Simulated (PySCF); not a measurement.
A species of formula C7H6F2O has this rotational fingerprint, computed with PBE0/def2-SVPD in PySCF (dipole) on a GFN2-xTB geometry, gas phase:

* Rotational constants: A = 2542, B = 907.4, C = 680.9 MHz
* Dipole components: |μa| = 1.11 D, |μb| = 0.29 D, |μc| = 1.33 D
* Inertial defect: -13.58 u·Å²
* κ: -0.76

Problem. Which candidate fits, each taken in the one conformer that was computed?
A. `[OH:1][c:2]1[cH:3][cH:4][cH:5][c:6]([CH:7]([F:8])[F:9])[cH:10]1` with H–O1–C2–C3 179°, C5–C6–C7–F8 -36°
B. `[CH2:1]=[C:2]1[CH:3]=[CH:4]/[C:5]1=[C:6](\[F:7])[O:8][CH2:9][F:10]` with C5–C6–O8–C9 133°, C6–O8–C9–F10 -76°
C. `[F:1][CH:2]([F:3])[C@:4]12[CH:5]=[CH:6][C@H:7]([CH:8]=[CH:9]1)[O:10]2` with F1–C2–C4–C5 -33°
D. `[CH3:1][O:2][c:3]1[cH:4][cH:5][cH:6][c:7]([F:8])[c:9]1[F:10]` with C1–O2–C3–C4 0°

Solution. A. It is Oc1cccc(C(F)F)c1, an asymmetric top, point group C1. The candidates at the same level (rigid rotor, commonest isotopes):

```csv
SMILES,A (MHz),B (MHz),C (MHz),μa (D),μb (D),μc (D),Δ (u·Å²),point group,rotor
COc1cccc(F)c1F,2295,1099,746.9,2.59,3.04,0.00,-3.23,Cs,asymmetric top
FC(F)[C@]12C=C[C@H](C=C1)O2,2767,1174,1027,2.50,0.87,0.64,-121.07,C1,asymmetric top
C=C1C=C/C1=C(\F)OCF,2188,936.3,728.6,0.18,0.34,0.54,-77.10,C1,asymmetric top
Oc1cccc(C(F)F)c1,2542,907.4,680.9,1.11,0.29,1.33,-13.58,C1,asymmetric top
```

`COc1cccc(F)c1F` has B 21 % too high; `FC(F)[C@]12C=C[C@H](C=C1)O2` has C 51 % too high; `C=C1C=C/C1=C(\F)OCF` has A 14 % too low. No structure here is proved a minimum.
